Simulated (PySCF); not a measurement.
Two-component Hartree-Fock for Pd+ (palladium, charge +1)

Start: [Kr] 4d9; 4d3/2 filled at m_j = -1/2, +1/2, +3/2; 4d5/2 filled at m_j = -5/2, -3/2, -1/2, +1/2, +3/2, +5/2. Calculated with PySCF 2.14 in x2c-QZVPPall-2c (13s12p9d4f2g, 140 functions): generalised Hartree-Fock with the X2C-1e Hamiltonian and a Gaussian nucleus; one run each with spin-orbit coupling (SO) screened by Boettger's factors, then bare. This is a chosen level, not necessarily the ground level.

```
spinor shell  electrons  ε, screened SO (eV)  ε, bare SO (eV)  weight of nominal j (bare SO)  rms radius, bare SO (bohr)
       1s1/2          2             -24485.8         -24485.7                          1.000                      0.0365
       2s1/2          2              -3668.5          -3668.5                          1.000                       0.150
       2p1/2          2              -3393.8          -3399.2                          1.000                       0.130
       3s1/2          2              -706.82          -706.82                          1.000                       0.403
       3p1/2          2              -596.87          -597.84                          1.000                       0.398
       3p3/2          4              -567.77          -567.38                          1.000                       0.410
       3d3/2          4              -374.35          -375.33                          1.000                       0.387
       3d5/2          6              -368.95          -368.34                          1.000                       0.391
       4s1/2          2              -116.50          -116.51                          1.000                        1.02
       4p1/2          2              -79.627          -79.793                          0.948                        1.10
       4p3/2          4              -75.981          -75.924                          0.974                        1.13
       4d3/2          3              -21.115          -21.195                          0.845                        1.57
       4d5/2          6              -20.433          -20.390                          0.923                        1.60
```

Question: Where does 2p3/2 lie, and what is the 2p spin-orbit splitting (bare SO)?

Answer: At -3230.4 eV, 168.86 eV above 2p1/2.

```csv
quantity,screened SO,bare SO
E (hartree),-5042.99841,-5043.08223
M_J,3/2,3/2
⟨J²⟩,3.756,3.756
⟨L²⟩,6.035,6.036
⟨S²⟩,0.772,0.774
```

Each row is a mean over spinors that exchange with the open shell spreads, by up to 3.958 eV (4p1/2).

Rows whose weight is well below 1 are mixtures of j = l ± 1/2: exchange outweighs spin-orbit coupling there, and the label is only the starting occupation.

Breit and QED terms are absent; they matter most for the inner s and p1/2 levels.

Densities and radii are taken from the X2C orbitals without a picture-change correction, which distorts them close to the nucleus.
